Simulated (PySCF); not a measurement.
Y(Cl)3 cation (Cl₃Y), SMILES [Cl][Y]([Cl])[Cl] (connectivity only; charge and spin as stated), charge +1, multiplicity 2.

Coordinates come from a r2SCAN-D4/def2-SVP optimisation. A frequency run showed that this geometry is not a minimum. The spin state was assumed, not searched. The isomer is the one that the SMILES or the coordinates give; other isomers of the formula were not compared. The def2 effective core potentials stand for the cores of Y; spin–orbit coupling is left out.

Calculation: r2SCAN-D4/def2-SVP run with PySCF 2.14.0.

Frequencies are harmonic and unscaled.

| mode | ν (cm⁻¹) | IR (km/mol) | moving atoms (share of kinetic energy) |
|---|---|---|---|
| 1 | 66i | 1.9 | Cl 85 %, Y 15 % |
| 2 | 30 | 1.6 | Cl 85 %, Y 15 % |
| 3 | 61 | 11.0 | Cl 68 %, Y 32 % |
| 4 | 265 | 8.6 | Cl 71 %, Y 29 % |
| 5 | 269 | 12.8 | Cl 69 %, Y 31 % |
| 6 | 352 | 20.3 | Cl 78 %, Y 22 % |
